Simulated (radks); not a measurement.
The numbers below are computed, except where a source is named.
Spin polarisation of the 4f9 shell in Dy3+. Start: [Xe] 4f(up 4.5, down 4.5); electrons of 4f are moved from spin down to spin up, other shells keep equal spins. Level of theory: non-relativistic Kohn-Sham, PBE, spin-polarised, spherical densities, point nucleus (a radial shooting solver on a logarithmic mesh with Libxc functionals).

| moment (Bohr magnetons) | E - E(0) (eV) | e(4f up) (eV) | e(4f down) (eV) | 5p down minus up (eV) | 5s down minus up (eV) |
|---|---|---|---|---|---|
| 0 | 0.000 | -39.108 | -39.108 | 0.000 | 0.000 |
| 1 | -0.207 | -39.507 | -38.680 | 0.278 | 0.355 |
| 2 | -0.827 | -39.878 | -38.224 | 0.556 | 0.711 |
| 3 | -1.861 | -40.221 | -37.740 | 0.835 | 1.069 |
| 4 | -3.308 | -40.534 | -37.226 | 1.116 | 1.428 |
| 5 | -5.168 | -40.818 | -36.684 | 1.399 | 1.790 |

At moment 5 the spin-polarisation energy is -5.168 eV and the 4f exchange splitting 4.135 eV, that is 0.827 eV per Bohr magneton; E = -I m^2/4 would give I = 0.827 eV.
